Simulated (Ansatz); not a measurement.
Geometry optimisation of `[Cu][S]c1ccc(C#Cc2ccc(C#Cc3ccccc3)cc2)cc1` with charge +1.

```yaml
crystal:
  periodic: [false, false, false]
  atoms:
    - {symbol: Cu, position_ang: [10.315086, 1.346004, -1.289688]}
    - {symbol: S, position_ang: [9.786429, -0.571602, -0.536022]}
    - {symbol: C, position_ang: [8.025234, -0.398539, -0.434414]}
    - {symbol: C, position_ang: [7.225915, -1.556593, -0.594906]}
    - {symbol: C, position_ang: [5.837124, -1.491007, -0.481170]}
    - {symbol: C, position_ang: [5.180967, -0.260866, -0.211219]}
    - {symbol: C, position_ang: [3.766623, -0.190920, -0.116716]}
    - {symbol: C, position_ang: [2.535864, -0.136832, -0.038135]}
    - {symbol: C, position_ang: [1.120228, -0.080558, 0.039863]}
    - {symbol: C, position_ang: [0.453378, 1.118553, 0.413105]}
    - {symbol: C, position_ang: [-0.936581, 1.173238, 0.479437]}
    - {symbol: C, position_ang: [-1.727317, 0.032774, 0.172484]}
    - {symbol: C, position_ang: [-3.145131, 0.090508, 0.227424]}
    - {symbol: C, position_ang: [-4.377094, 0.140389, 0.260975]}
    - {symbol: C, position_ang: [-5.798424, 0.196250, 0.293733]}
    - {symbol: C, position_ang: [-6.575766, -0.932902, -0.076888]}
    - {symbol: C, position_ang: [-7.972970, -0.871818, -0.048268]}
    - {symbol: C, position_ang: [-8.624866, 0.307661, 0.349624]}
    - {symbol: C, position_ang: [-7.866788, 1.431154, 0.720673]}
    - {symbol: C, position_ang: [-6.468992, 1.381873, 0.694773]}
    - {symbol: C, position_ang: [-1.061212, -1.166769, -0.198697]}
    - {symbol: C, position_ang: [0.328529, -1.222325, -0.263176]}
    - {symbol: C, position_ang: [5.986033, 0.898849, -0.046413]}
    - {symbol: C, position_ang: [7.373780, 0.826084, -0.146895]}
    - {symbol: H, position_ang: [7.713248, -2.516822, -0.820282]}
    - {symbol: H, position_ang: [5.232458, -2.400331, -0.612365]}
    - {symbol: H, position_ang: [1.053037, 2.008804, 0.651872]}
    - {symbol: H, position_ang: [-1.439238, 2.107064, 0.770235]}
    - {symbol: H, position_ang: [-6.062260, -1.854040, -0.388450]}
    - {symbol: H, position_ang: [-8.561773, -1.754967, -0.339941]}
    - {symbol: H, position_ang: [-9.724311, 0.351316, 0.370490]}
    - {symbol: H, position_ang: [-8.372276, 2.357713, 1.033062]}
    - {symbol: H, position_ang: [-5.872675, 2.259324, 0.984264]}
    - {symbol: H, position_ang: [-1.661107, -2.056955, -0.437253]}
    - {symbol: H, position_ang: [0.831207, -2.156306, -0.553193]}
    - {symbol: H, position_ang: [5.498804, 1.861714, 0.165931]}
    - {symbol: H, position_ang: [7.984837, 1.730880, 0.006157]}
basis:
  gaussian: {orbitals: def2-SVP, fitting: {mean_field: def2-universal-jkfit}}
total_charge: 1
magnetization: {spin_polarized: true, initial_magnetization: 1}
hamiltonian: {xc: pbe, dispersion: d4}
scf: {lower_state_search: "off"}
output: {orbitals: {seedname: orbitals}}
relax: {f_tol: 0.03, max_steps: 70}
```

```sh
$ ansatz run in.yaml --threads 2 --pin off --events-out ev --progress --plain --max-ram 32768MiB --backend cuda --devices 0, --max-vram 18GiB
```

Shortened log:

```
Functional definition: PBE
mean field -78426.43718564 eV, -2882.1184072237 hartree, gradient 4.6e-6 eV, S^2 0.751503; 0 other end points of the search recorded, 0 dependent functions left out
relax step   1: F+E_penalty+E_count = -78427.79682503 eV  Δ(F+E_penalty+E_count) = +0.000e0 eV  max|allowed force component| = 9.590e-1 eV/Å  Δτ_max = 0.0000 Å  (36 SCF iters, accepted)
mean field -78426.47804477 eV, -2882.1199087691 hartree, gradient 2.3e-6 eV, S^2 0.751601; 0 other end points of the search recorded, 0 dependent functions left out
relax step   2: F+E_penalty+E_count = -78427.83881584 eV  Δ(F+E_penalty+E_count) = -4.199e-2 eV  max|allowed force component| = 3.708e-1 eV/Å  Δτ_max = 0.0553 Å  (27 SCF iters, accepted)
mean field -78426.49211862 eV, -2882.1204259737 hartree, gradient 2.9e-6 eV, S^2 0.751695; 0 other end points of the search recorded, 0 dependent functions left out
relax step   3: F+E_penalty+E_count = -78427.85429580 eV  Δ(F+E_penalty+E_count) = -1.548e-2 eV  max|allowed force component| = 1.845e-1 eV/Å  Δτ_max = 0.0798 Å  (27 SCF iters, accepted)
mean field -78426.50492981 eV, -2882.1208967763 hartree, gradient 2.5e-6 eV, S^2 0.751755; 0 other end points of the search recorded, 0 dependent functions left out
relax step   4: F+E_penalty+E_count = -78427.86662910 eV  Δ(F+E_penalty+E_count) = -1.233e-2 eV  max|allowed force component| = 1.606e-1 eV/Å  Δτ_max = 0.1861 Å  (30 SCF iters, accepted)
mean field -78426.51267434 eV, -2882.1211813823 hartree, gradient 1.7e-6 eV, S^2 0.751769; 0 other end points of the search recorded, 0 dependent functions left out
relax step   5: F+E_penalty+E_count = -78427.87335484 eV  Δ(F+E_penalty+E_count) = -6.726e-3 eV  max|allowed force component| = 2.541e-1 eV/Å  Δτ_max = 0.1938 Å  (30 SCF iters, accepted)
mean field -78426.51783775 eV, -2882.1213711342 hartree, gradient 2.1e-6 eV, S^2 0.751762; 0 other end points of the search recorded, 0 dependent functions left out
relax step   6: F+E_penalty+E_count = -78427.87855876 eV  Δ(F+E_penalty+E_count) = -5.204e-3 eV  max|allowed force component| = 1.702e-1 eV/Å  Δτ_max = 0.1060 Å  (25 SCF iters, accepted)
mean field -78426.52274501 eV, -2882.1215514726 hartree, gradient 3.5e-6 eV, S^2 0.751749; 0 other end points of the search recorded, 0 dependent functions left out
relax step   7: F+E_penalty+E_count = -78427.88306402 eV  Δ(F+E_penalty+E_count) = -4.505e-3 eV  max|allowed force component| = 4.381e-2 eV/Å  Δτ_max = 0.1733 Å  (24 SCF iters, accepted)
mean field -78426.52451357 eV, -2882.1216164661 hartree, gradient 1.9e-6 eV, S^2 0.751751; 0 other end points of the search recorded, 0 dependent functions left out
relax step   8: F+E_penalty+E_count = -78427.88464454 eV  Δ(F+E_penalty+E_count) = -1.581e-3 eV  max|allowed force component| = 1.964e-2 eV/Å  Δτ_max = 0.1397 Å  (25 SCF iters, accepted)
mean field -78426.52499453 eV, -2882.1216341410 hartree, gradient 2.0e-6 eV, S^2 0.751756; 0 other end points of the search recorded, 0 dependent functions left out
relax step   9: F+E_penalty+E_count = -78427.88531292 eV  Δ(F+E_penalty+E_count) = -6.684e-4 eV  max|allowed force component| = 3.727e-2 eV/Å  Δτ_max = 0.1063 Å  (24 SCF iters, accepted)
mean field -78426.52538247 eV, -2882.1216483977 hartree, gradient 1.7e-6 eV, S^2 0.751758; 0 other end points of the search recorded, 0 dependent functions left out
relax step  10: F+E_penalty+E_count = -78427.88583295 eV  Δ(F+E_penalty+E_count) = -5.200e-4 eV  max|allowed force component| = 3.657e-2 eV/Å  Δτ_max = 0.0437 Å  (23 SCF iters, accepted)
mean field -78426.52610787 eV, -2882.1216750557 hartree, gradient 1.7e-6 eV, S^2 0.751761; 0 other end points of the search recorded, 0 dependent functions left out
relax step  11: F+E_penalty+E_count = -78427.88650497 eV  Δ(F+E_penalty+E_count) = -6.720e-4 eV  max|allowed force component| = 2.646e-2 eV/Å  Δτ_max = 0.0769 Å  (23 SCF iters, accepted)
Total energy: -78427.88661519 eV, -2882.1716727772 hartree
Atom 0 at    10.526803     1.349825    -0.260516 Å, force    -0.005176    -0.012301    -0.003749 eV/Å
Atom 1 at     9.702302    -0.581983    -0.668083 Å, force     0.006459     0.001086     0.004714 eV/Å
Atom 2 at     7.979597    -0.391673    -0.505369 Å, force    -0.020916     0.004020    -0.005782 eV/Å
Atom 3 at     7.175917    -1.553171    -0.716944 Å, force     0.022910     0.018070     0.007323 eV/Å
Atom 4 at     5.795685    -1.486876    -0.609889 Å, force    -0.011622     0.009242    -0.005121 eV/Å
Atom 5 at     5.145179    -0.254894    -0.287882 Å, force     0.026460     0.002118     0.006859 eV/Å
Atom 6 at     3.747434    -0.187478    -0.184809 Å, force     0.006385     0.003188    -0.000637 eV/Å
Atom 7 at     2.510085    -0.135033    -0.100371 Å, force    -0.002223     0.000807    -0.004218 eV/Å
Atom 8 at     1.109649    -0.080559    -0.014660 Å, force    -0.017406    -0.001538     0.005652 eV/Å
Atom 9 at     0.445230     1.146189     0.297732 Å, force     0.008007    -0.005441    -0.001665 eV/Å
Atom 10 at    -0.937157     1.198884     0.374169 Å, force    -0.010860    -0.006892    -0.003002 eV/Å
Atom 11 at    -1.724492     0.028840     0.140013 Å, force     0.016894    -0.000009     0.006817 eV/Å
Atom 12 at    -3.128012     0.084513     0.207955 Å, force     0.003523     0.001664    -0.004562 eV/Å
Atom 13 at    -4.365150     0.134186     0.259241 Å, force    -0.007862    -0.000661    -0.001368 eV/Å
Atom 14 at    -5.775160     0.191133     0.312117 Å, force    -0.018754    -0.006468    -0.001014 eV/Å
Atom 15 at    -6.553225    -0.966227     0.016657 Å, force     0.015488     0.016254     0.004822 eV/Å
Atom 16 at    -7.946272    -0.900977     0.065930 Å, force    -0.010323     0.010167     0.004001 eV/Å
Atom 17 at    -8.585666     0.305780     0.409575 Å, force     0.014828     0.006211     0.001733 eV/Å
Atom 18 at    -7.827435     1.455370     0.705286 Å, force    -0.015007    -0.017384    -0.004902 eV/Å
Atom 19 at    -6.433633     1.406896     0.658037 Å, force     0.010173    -0.010117    -0.001838 eV/Å
Atom 20 at    -1.059474    -1.198497    -0.167838 Å, force    -0.008531     0.006280    -0.002231 eV/Å
Atom 21 at     0.322901    -1.252529    -0.242589 Å, force     0.007973     0.006593    -0.002178 eV/Å
Atom 22 at     5.952243     0.906955    -0.075238 Å, force    -0.023191    -0.008996     0.000753 eV/Å
Atom 23 at     7.331711     0.836204    -0.182199 Å, force     0.008038    -0.013028    -0.001071 eV/Å
Atom 24 at     7.664804    -2.506772    -0.966839 Å, force    -0.003938     0.014070     0.004064 eV/Å
Atom 25 at     5.185282    -2.387134    -0.774748 Å, force     0.016590     0.023760     0.004785 eV/Å
Atom 26 at     1.046836     2.048929     0.474927 Å, force    -0.002008    -0.000287     0.000972 eV/Å
Atom 27 at    -1.445740     2.143579     0.612811 Å, force     0.001836     0.000030     0.000612 eV/Å
Atom 28 at    -6.042341    -1.902699    -0.250432 Å, force    -0.003261     0.011736     0.004308 eV/Å
Atom 29 at    -8.544915    -1.795253    -0.164609 Å, force     0.009716     0.016867     0.005768 eV/Å
Atom 30 at    -9.684557     0.350757     0.447178 Å, force     0.001065     0.001208     0.000945 eV/Å
Atom 31 at    -8.333597     2.394722     0.973989 Å, force     0.003238    -0.011925    -0.004495 eV/Å
Atom 32 at    -5.830604     2.297983     0.886212 Å, force    -0.009474    -0.016055    -0.005273 eV/Å
Atom 33 at    -1.662052    -2.100368    -0.345742 Å, force     0.002768     0.000487    -0.000361 eV/Å
Atom 34 at     0.830500    -2.198017    -0.480465 Å, force    -0.001266    -0.000785    -0.000338 eV/Å
Atom 35 at     5.463688     1.860057     0.174622 Å, force     0.004541    -0.015839    -0.006014 eV/Å
Atom 36 at     7.943635     1.739337    -0.017214 Å, force    -0.015071    -0.026134    -0.004306 eV/Å
Dipole moment:     0.903770     0.637548     0.089592 e Å
Checks for a lower state left out: stability, starts, cluster_reference, orbital_swaps, neighbouring_geometries, increment
```

Run time 36 s (2 threads of AMD EPYC 7R13 on a shared host and a share (18 GiB) of an NVIDIA H100 80GB HBM3), peak host memory 0.93 GiB.

Single mean-field runs in def2-SVP are fitted with def2-universal-jkfit.
